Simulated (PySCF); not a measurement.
**Identify the compound**

The spectra below were simulated for a compound C₆H₁₁ClOSi.

1H NMR (600 MHz, computed): δ 5.44 (s, 2H), 4.21 (t, 2H), 1.81 (m, 2H), 1.72 (s, 2H), 0.93 (t, 3H).

13C{1H} NMR (computed): δ 167.6 (C), 78.0 (CH2), 70.9 (C), 23.9 (CH2), 17.5 (CH2), 11.0 (CH3).

Single conformer, no relativistic terms, in vacuum, fast rotation and ring inversion assumed for equivalent nuclei. GFN2-xTB structure; NMR shieldings at PBE0/pcSseg-1/GIAO; PySCF.

δ = σ(ref) − σ, references computed at the same level: 1H (σ = 31.72 ppm), 13C (σ = 186.93 ppm) vs TMS.

Question: Propose a structure and justify it.

Answer: 
1. Rings plus π bonds: 2 (1 ring in the answer).
2. 6 carbon signals for 6 carbons: no two carbons are equivalent.
3. Carbon types of the structure: 2 × C, 3 × CH2, 1 × CH3, leaving 2 H on heteroatoms.
4. δC 167.6: alkene carbon bearing oxygen; an sp2 carbon further deshielded by the attached heteroatom.
5. δC 78.0: sp3 CH2 bonded to O; pulled downfield by the heteroatom.
6. δC 70.9: β carbon of an enol-ether or enamine type C=C; the O or N lone pair pushes π density onto this β carbon and shields it.
7. δC 23.9: sp3 CH2; saturated and bonded to C and H only.
8. δC 17.5: three-membered-ring carbon; carbons of three-membered rings are unusually shielded.
9. δC 11.0: methyl carbon; aliphatic region, no heteroatom directly attached.
10. δH 0.93: hydrogen on a methyl carbon; far from electronegative atoms and π systems.

Structure: `InChI=1S/C6H11ClOSi/c1-2-3-8-5-4-6(5)9-7/h2-4,9H2,1H3`.

This is the structure that produced the data.

Shifts are as computed. Against solution values, carbons near 30 ppm lie about +3 ppm off and those near 130 ppm about +5 ppm. Of 1211 compounds with measured shifts, 218 miss one by over three times the rms of a fit or turn the order of signals round; such compounds aren't used in these exercises. Multiplicities follow the n + 1 count of equivalent neighbours, as no J values were calculated; m marks all less simple cases, F and P coupling included.
